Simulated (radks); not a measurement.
Removal energies from the holmium ion Ho9+, [Kr] 4d10 4f7 5s2 5p3, by Delta-SCF beside the eigenvalue of the level emptied. Method: scalar-relativistic Kohn-Sham, PBEsol, spin-polarised, spherical densities, finite nucleus; Fermi nuclear charge, rms radius of each element as measured or else 0.836 A^(1/3) + 0.57 fm; computed with a radial shooting solver on a logarithmic mesh with Libxc functionals. Open shells are filled with parallel spins first.

| removed from | final configuration | Delta-SCF (eV) | -eigenvalue (eV) |
|---|---|---|---|
| 5p | [Kr] 4d10 4f7 5s2 5p2 | 168.62 | 159.90 |
| 4f | [Kr] 4d10 4f6 5s2 5p3 | 180.08 | 165.61 |
| 5s | [Kr] 4d10 4f7 5s1 5p3 | 192.67 | 183.90 |
| 4d | [Kr] 4d9 4f7 5s2 5p3 | 333.44 | 318.58 |
